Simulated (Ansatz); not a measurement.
```yaml
crystal:
  periodic: [false, false, false]
  atoms:
    - {symbol: B, position_ang: [-0.933950, 0.395569, -0.543129]}
    - {symbol: C, position_ang: [-0.052609, 0.934251, 0.495870]}
    - {symbol: Ge, position_ang: [0.170428, -1.197689, -0.236550]}
    - {symbol: H, position_ang: [-1.388063, 0.841257, -1.545082]}
    - {symbol: H, position_ang: [0.104389, 0.511120, 1.486753]}
    - {symbol: H, position_ang: [0.444653, 1.897434, 0.381714]}
    - {symbol: H, position_ang: [0.495480, -1.785502, 1.142984]}
    - {symbol: H, position_ang: [1.251672, -1.653539, -1.238361]}
basis:
  gaussian: {orbitals: cc-pVDZ}
total_charge: -1
magnetization: {spin_polarized: true, initial_magnetization: 1}
hamiltonian: {xc: {name: HF}}
correlation: {active_space: {window: {electrons: 6, orbitals: 2}}}
output: {forces: true}
```

```sh
$ ansatz run in.yaml --threads 2 --pin off --events-out ev --progress --plain --max-ram 4352MiB
```

Shortened log:

```
Error: invalid value for `correlation.active_space`: it starts from restricted Hartree–Fock orbitals; set hamiltonian.xc: hf without magnetization.spin_polarized
```
